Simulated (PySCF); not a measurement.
Where the electron goes

C6H10OS.
Cartesian coordinates in Å at the GFN2-xTB level; atoms count from 1:
```
atom  x, y, z in Å
C1     2.6231    1.1774   -0.3005
S2     2.3840   -0.6176   -0.1841
C3     0.6499   -0.8541   -0.2022
C4     0.2849   -2.2927   -0.0763
C5    -0.2442    0.1467   -0.3177
C6    -1.6879   -0.0540   -0.3330
C7    -2.4749    1.2303   -0.5018
O8    -2.2386   -1.1321   -0.2244
H9     2.1496    1.6670    0.5451
H10    2.2265    1.5437   -1.2426
H11    3.6965    1.3345   -0.2661
H12   -0.3124   -2.4462    0.8212
H13   -0.3368   -2.5945   -0.9177
H14    1.1775   -2.9127   -0.0340
H15    0.0810    1.1711   -0.4116
H16   -3.5396    1.0136   -0.5065
H17   -2.1993    1.7117   -1.4380
H18   -2.2481    1.9141    0.3137
```

Theory: PySCF, TDDFT PBE0/def2-SVPD, vertical, gas phase, core orbitals frozen in the response.

Kohn–Sham orbitals with the atoms that hold most of them (Löwdin shares over 4%, at most four atoms; ? is withheld):

```json
{"orbital": "HOMO-3", "ε (eV)": "-9.59", "atoms": "S2 56%, C1 15%, C3 10%"}
{"orbital": "HOMO-2", "ε (eV)": "-8.76", "atoms": "S2 26%, C3 24%, C5 13%, C4 10%"}
{"orbital": "HOMO-1", "ε (eV)": "-6.99", "atoms": "O8 62%, C6 11%, C7 10%, C5 8%"}
{"orbital": "HOMO", "ε (eV)": "-6.63", "atoms": "?"}
{"orbital": "LUMO", "ε (eV)": "-1.37", "atoms": "?"}
{"orbital": "LUMO+1", "ε (eV)": "0.24", "atoms": "S2 41%, C1 17%, H10 8%, H9 8%"}
{"orbital": "LUMO+2", "ε (eV)": "0.63", "atoms": "S2 36%, C4 8%, C5 7%, C1 6%"}
```

**Question.** Give the leading atoms of the HOMO.

**Answer.** S2 (bonded to 2 C) 40%; C5 (bonded to 2 C and H) 23%; C3 (bonded to 2 C and S) 13%; O8 (bonded to C) 8%. By element: sulfur 40%, carbon 36% or more, oxygen 8%.

**Question.** Give the leading atoms of the LUMO.

**Answer.** C3 (bonded to 2 C and S) 25%; C6 (bonded to 2 C and O) 19%; O8 (bonded to C) 17%; C5 (bonded to 2 C and H) 12%. By element: carbon 56% or more, oxygen 17%.

**Question.** How does S1 compare with the orbital gap of 5.26 eV?

**Answer.** S1 is at 3.77 eV (f = 0.0002), 1.49 eV below the gap, made of HOMO-1→LUMO (97%). Its leading pair isn't HOMO and LUMO; the energies of that pair differ by 5.62 eV. Without the coupling terms of the response equations the lowest excitation would equal the gap.

**Question.** One configuration dominates each of S1, S2, S3, S5 and S7. Which, and how do the shares of the two leading atoms of either orbital change from the occupied to the empty one?

**Answer.** 
- S1 (3.77 eV, f 0.0002), HOMO-1→LUMO (97%): O8 62% → 17%, C6 11% → 19%, C3 at most 8% → 25%
- S2 (4.73 eV, f 0.407), HOMO→LUMO (97%): S2 40% → at most 13%, C5 23% → 12%, C3 13% → 25%, C6 at most 9% → 19%
- S3 (5.63 eV, f 0.0001), HOMO→LUMO+1 (89%): S2 40% → 41%, C5 23% → at most 9%, C1 at most 9% → 17%
- S5 (6.41 eV, f 0.017), HOMO-1→LUMO+1 (82%): O8 62% → at most 9%, C6 11% → at most 9%, S2 at most 8% → 41%, C1 at most 8% → 17%
- S7 (6.53 eV, f 0.034), HOMO-2→LUMO (80%): S2 26% → at most 13%, C3 24% → 25%, C6 at most 11% → 19%

Löwdin shares depend on the basis, the more so with diffuse functions.

One conformer stands for the species.
